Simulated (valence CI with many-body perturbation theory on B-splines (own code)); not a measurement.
**E1 transitions of Eu¹²⁺**

Computed by relativistic CI+MBPT: five valence electrons over a frozen Dirac-Fock core [Kr] 4d10, a basis of 7 s, 7 p, 7 d, 7 f, 4 g, 2 h functions for each j, with the one-electron correlation potential Σ1 (screened to all orders), the two-electron term Σ2, the three-electron term Σ3, Breit, model QED; selected single and double excitations, second order for the rest, scaled by the run's own slope (own B-spline code, finite nucleus).

No measured spectrum was set against this ion. As an estimate, terms of the open shell hold to a few per cent of their energy, and close levels can change places. Among the levels kept, up to 2600 cm⁻¹ of a level comes from second order outside the variational space, and about a tenth of that is noise between levels of different J, which matters for small intervals.

Lines 1 to 50 of 555 in falling wavelength, among levels below 168320 cm⁻¹, chosen from the strongest by gf and those to the six lowest levels. Wavelengths and rates use the calculated energies, so an error of 2000 cm⁻¹ moves a line at 1709 nm by 34 % and its rate by three times that or more. Electric multipoles are in the length gauge, E1 and E2 with the static RPA response of the core. Weak lines are less certain than strong ones. Lines between different terms over intervals too small for the method are left out, as are lines whose strength nearly cancels. Where a level lies close to another of its J and parity, the split of strength between their lines is uncertain. The highest levels of a list are the least certain. Branching is blank where the lifetime is uncertain.

Names give the largest LS component (configuration and term), which can be under half, so a name can repeat, a term be missing and a line seem to break the LS rules; names also repeat where a configuration has a term twice. Letters in brackets count levels of one name in rising energy.

```
λ vac (nm)                Upper                Lower   A (s⁻¹)  log gf  Branch %
      1709  4f2 5s2 5p 4I°_11/2   4f4 5s 4K_13/2 [a]  3.46e+01   -4.74          
      1033  4f2 5s2 5p 4I°_11/2   4f4 5s 4I_13/2 [a]  1.43e+02   -4.56          
     878.4   4f2 5s2 5p 2D°_5/2    4f4 5s 2F_7/2 [a]  2.98e+02   -4.68       6.5
     856.2   4f4 5s 4G_11/2 [b]  4f2 5s2 5p 4H°_13/2  2.03e+02   -4.57       0.2
     835.4    4f4 5s 2H_9/2 [b]   4f2 5s2 5p 2F°_7/2  1.54e+02   -4.79       0.0
     755.4   4f4 5s 4G_11/2 [b]  4f2 5s2 5p 4G°_11/2  1.70e+02   -4.76       0.2
     717.9    4f4 5s 4G_5/2 [b]   4f2 5s2 5p 4H°_7/2  4.89e+02   -4.64       0.2
     704.5    4f4 5s 2G_7/2 [b]   4f2 5s2 5p 2F°_5/2  3.98e+02   -4.62       0.1
     690.6   4f2 5s2 5p 2F°_5/2    4f4 5s 4F_7/2 [b]  5.02e+02   -4.67      22.6
     680.3  4f2 5s2 5p 4H°_13/2   4f4 5s 4I_15/2 [a]  6.03e+02   -4.23      44.0
     667.1  4f2 5s2 5p 2K°_13/2   4f4 5s 2L_15/2 [b]  2.43e+02   -4.64       5.6
     655.5    4f4 5s 4G_7/2 [c]   4f2 5s2 5p 4H°_9/2  3.88e+02   -4.70       0.3
     636.2    4f4 5s 2G_9/2 [b]  4f2 5s2 5p 4G°_11/2  4.64e+02   -4.55       0.1
     634.6    4f4 5s 2D_5/2 [d]   4f2 5s2 5p 2F°_7/2  1.07e+03   -4.41       0.4
     584.4    4f4 5s 4F_9/2 [c]  4f2 5s2 5p 4G°_11/2  2.17e+03   -3.95       0.8
     566.6    4f4 5s 4G_9/2 [c]   4f2 5s2 5p 2F°_7/2  3.44e+02   -4.78       0.1
     552.3    4f4 5s 4F_7/2 [c]   4f2 5s2 5p 4H°_9/2  5.57e+02   -4.69       0.2
     535.5    4f4 5s 4H_9/2 [b]   4f2 5s2 5p 4G°_7/2  6.82e+02   -4.53       0.2
     515.1   4f4 5s 2H_11/2 [b]   4f2 5s2 5p 2H°_9/2  5.71e+02   -4.56       0.1
     513.3   4f4 5s 2I_11/2 [c]   4f2 5s2 5p 2G°_9/2  4.16e+02   -4.71       0.1
     508.4    4f4 5s 2D_5/2 [d]   4f2 5s2 5p 4D°_7/2  7.02e+02   -4.79       0.3
     503.8  4f2 5s2 5p 2K°_13/2   4f4 5s 2L_15/2 [a]  6.15e+02   -4.48      14.0
     497.5  4f2 5s2 5p 2K°_13/2   4f4 5s 4I_15/2 [b]  4.21e+02   -4.66       9.6
     492.9    4f4 5s 2F_7/2 [b]   4f2 5s2 5p 4D°_7/2  9.23e+02   -4.57       0.2
     465.2    4f4 5s 4F_9/2 [d]   4f2 5s2 5p 2G°_9/2  9.02e+02   -4.53       0.2
     451.5    4f4 5s 4H_7/2 [b]   4f2 5s2 5p 4G°_5/2  2.22e+03   -4.27       0.6
     414.8    4f4 5s 2G_7/2 [b]   4f2 5s2 5p 2F°_7/2  9.61e+02   -4.70       0.2
     395.8   4f2 5s2 5p 2D°_5/2    4f4 5s 4F_7/2 [b]  1.21e+03   -4.77      26.1
     395.0    4f4 5s 4D_5/2 [b]   4f2 5s2 5p 4F°_5/2  1.64e+03   -4.64       0.4
     389.5    4f4 5s 4G_5/2 [c]   4f2 5s2 5p 2D°_3/2  1.75e+03   -4.62       0.4
     379.5   4f4 5s 4G_11/2 [c]  4f2 5s2 5p 4G°_11/2  1.09e+03   -4.55       0.3
     368.5    4f4 5s 2F_7/2 [c]   4f2 5s2 5p 4F°_5/2  1.41e+03   -4.64       0.4
     353.8  4f2 5s2 5p 2K°_13/2       4f4 5s 4M_15/2  1.17e+03   -4.51      26.6
     351.8   4f4 5s 4K_15/2 [b]  4f2 5s2 5p 4H°_13/2  2.24e+03   -4.18       0.2
     343.7        4f4 5s 2F_5/2   4f2 5s2 5p 4H°_7/2  4.32e+03   -4.34       1.0
     336.0   4f4 5s 4H_11/2 [c]  4f2 5s2 5p 4H°_13/2  8.01e+02   -4.79       0.7
     333.5    4f4 5s 4F_3/2 [e]   4f2 5s2 5p 2D°_3/2  3.19e+03   -4.67       0.7
     329.6   4f4 5s 4H_13/2 [c]  4f2 5s2 5p 4H°_13/2  5.21e+03   -3.92       3.8
     319.3   4f4 5s 4H_11/2 [c]  4f2 5s2 5p 4G°_11/2  3.91e+03   -4.14       3.3
     315.6    4f4 5s 2F_7/2 [b]   4f2 5s2 5p 4H°_9/2  2.96e+03   -4.45       0.5
     292.2    4f4 5s 2F_7/2 [c]   4f2 5s2 5p 4H°_9/2  2.07e+03   -4.67       0.6
     283.1    4f4 5s 4H_7/2 [d]   4f2 5s2 5p 4H°_9/2  1.81e+03   -4.76       0.5
     280.4   4f4 5s 4K_13/2 [b]  4f2 5s2 5p 4I°_11/2  7.35e+03   -3.92       0.7
     276.9    4f4 5s 4H_9/2 [c]   4f2 5s2 5p 4H°_9/2  6.21e+03   -4.15       0.0
     276.6    4f4 5s 4H_9/2 [d]   4f2 5s2 5p 4H°_9/2  4.28e+03   -4.31       0.0
     264.2   4f4 5s 4H_11/2 [c]  4f2 5s2 5p 4I°_11/2  3.59e+03   -4.35       3.1
     261.4    4f4 5s 4H_7/2 [c]   4f2 5s2 5p 4H°_7/2  9.75e+03   -4.10       2.6
     258.9    4f4 5s 4H_7/2 [d]   4f2 5s2 5p 4H°_7/2  8.49e+03   -4.17       2.5
     253.4    4f4 5s 4H_9/2 [d]   4f2 5s2 5p 4H°_7/2  8.83e+03   -4.07       0.0
     246.9    4f3 5s 5p 6K_11/2   4f2 5s2 5p 4H°_9/2  2.42e+03   -4.58       0.0
```
